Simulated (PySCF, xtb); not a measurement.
C2H8FNOSi, SMILES C[Si@](O)(N)CF. The values are those of a single conformer.

Harmonic wavenumbers (cm⁻¹) from GFN2-xTB (xtb 6.7.1) at its own minimum, in rising order: 44, 99, 124, 161, 187, 218, 242, 247, 308, 337, 581, 641, 717, 747, 794, 805, 816, 853, 900, 934, 1026, 1199, 1279, 1382, 1450, 1486, 1490, 1516, 2964, 2974, 3046, 3047, 3059, 3464, 3507, 3667.

Q: What does PBE-D3(BJ)/def2-SVP run with PySCF give at its own minimum? (The exact figures need the calculation; the answer reports its results.)

A: 75, 125, 139, 166, 210, 221, 238, 270, 341, 361, 417, 616, 665, 688, 745, 762, 786, 850, 888, 908, 1019, 1184, 1215, 1255, 1382, 1386, 1402, 1495, 2944, 2976, 3000, 3076, 3080, 3488, 3583, 3754. Paired by order, the mean absolute difference is 40 cm⁻¹ and the zero-point energies are 66.2 and 65.3 kcal/mol.
